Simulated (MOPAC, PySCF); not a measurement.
C8H20Si, SMILES `CC[Si](CC)(CC)CC`, neutral singlet in the gas phase. 

Cartesian coordinates (Å):
SMILES: [Si](CC)(CC)(CC)CC
```xyz
29

C     -0.4301    -1.2954     2.5523
C     -0.8758    -0.1155     1.6785
Si     0.0000     0.0000     0.0000
C      1.8704     0.1838     0.2560
C      2.2871     1.4229     1.0593
C     -0.3161    -1.5766    -1.0060
C     -1.7950    -1.8638    -1.2967
C     -0.6786     1.5084    -0.9285
C     -0.0619     1.7364    -2.3149
H     -0.6111    -2.2606     2.0510
H      0.6480    -1.2469     2.7777
H     -0.9637    -1.3241     3.5167
H     -1.9640    -0.1680     1.4948
H     -0.7158     0.8369     2.2152
H      2.2407    -0.7323     0.7505
H      2.3533     0.1947    -0.7377
H      3.3805     1.4899     1.1838
H      1.8439     1.4179     2.0688
H      1.9575     2.3530     0.5676
H      0.1368    -2.4261    -0.4638
H      0.2494    -1.4991    -1.9520
H     -1.9324    -2.7877    -1.8826
H     -2.2614    -1.0438    -1.8674
H     -2.3749    -1.9789    -0.3661
H     -0.5261     2.3994    -0.2932
H     -1.7742     1.3945    -1.0137
H     -0.2305     0.8728    -2.9792
H      1.0286     1.8865    -2.2525
H     -0.4844     2.6218    -2.8179
```
Charge 0, multiplicity 1.

All levels are single points at this geometry (B3LYP-D3(BJ)/def2-SVP); Pople sets use spherical d functions. Orbital energies aren't observables, and empty levels follow the basis.

```json
[
 {"level": "B3LYP-D3(BJ)/def2-TZVP in PySCF", "HOMO (eV)": "-7.47", "LUMO (eV)": "0.45", "gap (eV)": "7.92", "dipole (D)": "0.00", "vertical IE, Delta-SCF (eV)": "9.22"},
 {"level": "B3LYP/3-21G in PySCF", "HOMO (eV)": "-7.30", "LUMO (eV)": "2.14", "gap (eV)": "9.44", "dipole (D)": "0.00", "vertical IE, Delta-SCF (eV)": "–"},
 {"level": "M06-2X/6-31G* in PySCF", "HOMO (eV)": "-8.70", "LUMO (eV)": "2.56", "gap (eV)": "11.26", "dipole (D)": "0.00", "vertical IE, Delta-SCF (eV)": "–"},
 {"level": "PBE/6-31G* in PySCF", "HOMO (eV)": "-6.14", "LUMO (eV)": "1.04", "gap (eV)": "7.18", "dipole (D)": "0.00", "vertical IE, Delta-SCF (eV)": "–"},
 {"level": "HF/3-21G in PySCF", "HOMO (eV)": "-10.61", "LUMO (eV)": "5.89", "gap (eV)": "16.50", "dipole (D)": "0.00", "vertical IE, Delta-SCF (eV)": "–"},
 {"level": "HF/6-31G* in PySCF", "HOMO (eV)": "-10.69", "LUMO (eV)": "5.18", "gap (eV)": "15.88", "dipole (D)": "0.00", "vertical IE, Delta-SCF (eV)": "9.60"},
 {"level": "HF/STO-3G in PySCF", "HOMO (eV)": "-9.31", "LUMO (eV)": "13.40", "gap (eV)": "22.71", "dipole (D)": "0.00", "vertical IE, Delta-SCF (eV)": "–"},
 {"level": "AM1 in MOPAC", "HOMO (eV)": "-10.34", "LUMO (eV)": "1.57", "gap (eV)": "11.92", "dipole (D)": "0.00", "vertical IE, Delta-SCF (eV)": "–"},
 {"level": "PM7 in MOPAC", "HOMO (eV)": "-10.24", "LUMO (eV)": "1.82", "gap (eV)": "12.06", "dipole (D)": "0.00", "vertical IE, Delta-SCF (eV)": "–"}
]
```
